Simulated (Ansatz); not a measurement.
Reaction (hydrogenolysis of a C–O bond): `COC(=O)C(C)(C)C` + H₂ → `CC(C)(C)C=O` + CH₃OH

Calculated with Ansatz (gas phase, PBE0-D4/def2-TZVP geometries, no zero-point term in ΔE). CCSD(T)/CBS is the MP2 limit (def2-TZVPP, def2-QZVPP) plus CCSD(T) − MP2 in def2-TZVPP, frozen cores. This one scheme is used for every species. DFT in def2-TZVPP. B3LYP here is the variant with VWN-RPA as its local correlation; programs differ in this. HSE06 is defined as in plane-wave codes.

```tsv
level	ΔE (kJ/mol)	difference from CCSD(T)/CBS
LDA (SPW92)	45.7	23.4
PBE-D4	30.3	8.0
revPBE-D4	34.2	11.9
BLYP-D4	30.0	7.7
r2SCAN-D4	36.4	14.1
B97M-V	28.9	6.6
PBE0-D4	26.5	4.2
r2SCANh-D4	34.2	11.9
HSE06-D4	25.9	3.6
BHLYP-D4	23.0	0.7
CAM-B3LYP-D4	28.3	6.0
ωB97X-V	29.9	7.6
B2PLYP	20.3	-2.0
PBE-QIDH	24.7	2.4
PBE	22.1	-0.2
revPBE	12.9	-9.4
BLYP	13.4	-8.9
PBE0	19.1	-3.2
B3LYP	13.7	-8.6
r2SCANh	31.2	8.9
r2SCAN0	28.0	5.7
BHLYP	13.5	-8.8
CAM-B3LYP	20.7	-1.6
LC-ωPBE	22.0	-0.3
RPA@PBE/def2-TZVPP	25.0	2.7
HF/def2-SVP	17.9	-4.4
MP2/def2-SVP	43.6	21.3
CCSD/def2-SVP	32.3	10.0
CCSD(T)/def2-SVP	39.1	16.8
HF/def2-TZVPP	5.6	-16.7
MP2/def2-TZVPP	28.7	6.4
SCS-MP2/def2-TZVPP	21.9	-0.4
CCSD/def2-TZVPP	17.7	-4.6
CCSD(T)/def2-TZVPP	24.6	2.3
HF/def2-QZVPP	4.7	-17.6
MP2/def2-QZVPP	27.1	4.8
SCS-MP2/def2-QZVPP	20.1	-2.2
HF/CBS(def2)	4.6	-17.7
MP2/CBS(def2)	26.4	4.1
CCSD/CBS(def2)	15.4	-6.9
CCSD(T)/CBS	22.3	0
```

Largest T1 diagnostic among the species: 0.013.

Leaving LDA and LC-ωPBE aside and taking each functional with its dispersion term where it has one, the values spread over 16.1 kJ/mol, from B2PLYP to r2SCAN-D4. LDA lies +23.6 kJ/mol from PBE without D4. The D4 term adds +12.6 kJ/mol with B3LYP and +7.4 kJ/mol with PBE0; it sums over pairs of atoms, weighted by their polarisabilities, and B3LYP, whose exchange is more repulsive, gets the larger term. At CCSD(T), def2-SVP lies +16.8 kJ/mol from the extrapolated value and def2-TZVPP +2.3 kJ/mol.

CCSD(T)/CBS has its own doubt, a few kJ/mol and more with outer-core shells, so smaller differences from it don't rank the levels.
